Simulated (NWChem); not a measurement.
Molecule: GeH$_{2}$, singlet; SMILES [GeH2]

Results from NWChem. Low-valent species are run as closed-shell singlets; no triplet was tried in these runs. Coordinates come from a PBE0/def2-SVP optimisation. Vertical excitations in the gas phase; the lowest state need not have the same character in each row.

| level | lowest excitation, singlet (eV) | oscillator strength of that lowest state | lowest state with f > 0.02, singlet (eV) | oscillator strength of that bright state | orbital gap (eV) |
|---|---|---|---|---|---|
| PBE/def2-SVPD, full TDDFT | 2.39 | 0.009 | 5.98 | 0.186 | 1.92 |
| B3LYP/def2-SVPD, full TDDFT | 2.43 | 0.010 | [?] | [?] | [?] |
| PBE0/def2-SVPD, full TDDFT | 2.43 | 0.011 | 6.24 | 0.205 | 3.84 |

**Question.** Fill in the missing entries.

**Answer.** 
- B3LYP/def2-SVPD, full TDDFT, lowest state with f > 0.02, singlet (eV): 6.12
- B3LYP/def2-SVPD, full TDDFT, oscillator strength of that bright state: 0.195
- B3LYP/def2-SVPD, full TDDFT, orbital gap (eV): 3.43
